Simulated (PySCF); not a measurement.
CH8N2Si2, SMILES N[Si@H]1NC[SiH2]1.

Geometry: PBE0-D3(BJ)/def2-SVP. The structure was generated by enumeration; whether it is a known compound was not checked. Other conformers were not sampled.

These are SMD-PBE0/6-31G* run with PySCF values and carry that method's errors.

Solvation free energies are E(SMD) − E(gas) at the gas-phase geometry, for 1 M in both phases. In vacuum the dipole moment is 1.41 D.

Rank water, acetonitrile, tetrahydrofuran by solvation free energy, most negative first.

acetonitrile (-3.8 kcal/mol), tetrahydrofuran (-3.2 kcal/mol), water (-0.7 kcal/mol)
